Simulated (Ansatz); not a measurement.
Compare A (`C=[N][GeH2][CH3]`) with its isomer B (`C1[CH2][GeH2][NH]1`).

Program: Ansatz. Geometries: PBE0-D4/def2-TZVP. ΔE: electronic, gas phase. CCSD(T)/CBS is the MP2 limit (def2-TZVPP, def2-QZVPP) plus CCSD(T) − MP2 in def2-TZVPP, frozen cores. Functionals use def2-TZVPP. B3LYP here is the variant with VWN-RPA as its local correlation; programs differ in this. For Ge outer-core shells are correlated without core-valence functions, which leaves a few kJ/mol of doubt a bond. Scalar relativity is left out up to krypton. One conformer a species, not always the lowest.

Task: Which isomer does CCSD(T)/CBS put lower? Give the gap. (Estimate.)

Result: The calculation gave: A, by 15.9 kJ/mol.

Task: Give E(B) − E(A) in kJ/mol with PBE0-D4, CCSD/def2-TZVPP, B3LYP-D4, MP2/def2-TZVPP, HF/def2-TZVPP, B3LYP, ωB97M-V. (Best estimate.)

Result: Ansatz gave: PBE0-D4 4.5, CCSD/def2-TZVPP 21.7, B3LYP-D4 30.2, MP2/def2-TZVPP 13.7, HF/def2-TZVPP 42.1, B3LYP 33.3, ωB97M-V 15.4. None reverses the order clearly.

Largest T1 diagnostic: 0.012.

The D4 term adds −3.0 kJ/mol with B3LYP and −1.3 kJ/mol with PBE0; it sums over pairs of atoms, weighted by their polarisabilities, and B3LYP, whose exchange is more repulsive, gets the larger term. From PBE to PBE0 (25 % exact exchange), in def2-TZVPP and without D4, E(B) − E(A) moves by −9.2 kJ/mol.
